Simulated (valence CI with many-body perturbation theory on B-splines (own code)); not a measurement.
Basis-set convergence for Pt56+

Computed by configuration interaction combined with many-body perturbation theory (CI+MBPT): four valence electrons over a frozen Dirac-Fock core [Ar], a basis of 7 s, 7 p, 8 d, 6 f, 4 g, 1 h functions for each j, with the one-electron correlation potential Σ1 (screened to all orders), the two-electron term Σ2, the three-electron term Σ3, Breit, model QED; selected single and double excitations, second order for the rest, scaled by the run's own slope (own B-spline code, finite nucleus).

The last digits are not significant, and no measured levels were compared; by estimate large intervals hold to a few tenths of a per cent, small ones and those within an open d or f shell to about a per cent. The list stops below the first excitations out of the core. Only levels of the ground parity were solved; by the run's estimate the other parity begins above the list, which can be wrong where configurations are misplaced.

The reference run has the lowest level (3d3/2^4) J=0 and an ionisation energy of 5655.27 eV. Its largest variational space holds 16777 state functions.

Levels are named by their leading jj configuration (3d3/2^4 stands for four electrons in 3d with j = 3/2), which in mixed levels can hold well under half, so a name can repeat and another be missing. Letters in brackets count levels of one name in rising energy.

Changed runs:
A. basis 6 s, 6 p, 5 d, 5 f, 1 g
B. basis 5 s, 5 p, 4 d, 4 f

Excitation energies of the reference run in cm⁻¹, and shifts in cm⁻¹:

| Level | Reference | A | B |
| --- | --- | --- | --- |
| (3d3/2^3 3d5/2) J=1 | 678988 | -247 | -418 |
| (3d3/2^3 3d5/2) J=4 | 779686 | +22 | +311 |
| (3d3/2^3 3d5/2) J=2 | 812094 | -49 | +359 |
| (3d3/2^3 3d5/2) J=3 | 840025 | -8.3 | +466 |
| (3d3/2^2 3d5/2^2) J=0 [a] | 1432440 | -289 | -535 |
| (3d3/2^2 3d5/2^2) J=2 [a] | 1433450 | -269 | -221 |
| (3d3/2^2 3d5/2^2) J=4 [a] | 1455680 | -215 | -151 |
| (3d3/2^2 3d5/2^2) J=3 [a] | 1474150 | -256 | -124 |
| (3d3/2^2 3d5/2^2) J=5 | 1502550 | -88 | +271 |
| (3d3/2^2 3d5/2^2) J=6 | 1525850 | +22 | +562 |
| (3d3/2^2 3d5/2^2) J=1 | 1552630 | -105 | +377 |
| (3d3/2^2 3d5/2^2) J=3 [b] | 1574690 | -13 | +670 |
| Ionisation energy (eV) | 5655.27 | -0.08 | -0.13 |
